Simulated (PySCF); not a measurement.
A structure optimised at B3LYP-D3(BJ)/def2-SVP, used in a PySCF frequency run:

```
Te
F 1 1.9157
F 1 1.9788 2 85.18
F 1 1.9788 2 85.18 3 180.00
```
Charge 0, spin multiplicity 2.

Question: Write its SMILES, formula and point group.

Answer: F[Te](F)F, F₃Te, C2v

Question: What are its rotational constants (standard atomic weights)?

Answer: 8.3000, 3.4211, 2.4225 GHz
